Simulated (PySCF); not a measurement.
C₂H₆BNO, SMILES C1CB(O1)N. Geometry: PBE-D3(BJ)/def2-SVP. The structure was generated by enumeration, and PubChem lists no compound with its InChIKey, so it may never have been made. The values are those of a single conformer.

Give the equilibrium geometry at PBE-D3(BJ)/def2-SVP (PySCF confirms it by a frequency run) as Cartesian coordinates in Å, and its point group. (An estimate is asked for; the answer gives what the named calculation found.)

This is not unique; one that fits is point group Cs.
```xyz
11

N      0.0506     1.9272     0.0000
B      0.0466     0.5232     0.0000
C      1.1051    -0.6722     0.0000
C     -0.2179    -1.4744     0.0000
O     -1.0838    -0.2984     0.0000
H      0.9049     2.4794     0.0000
H     -0.8090     2.4764     0.0000
H      1.7334    -0.8027    -0.9023
H      1.7334    -0.8027     0.9023
H     -0.4011    -2.0952    -0.9040
H     -0.4011    -2.0952     0.9040
```
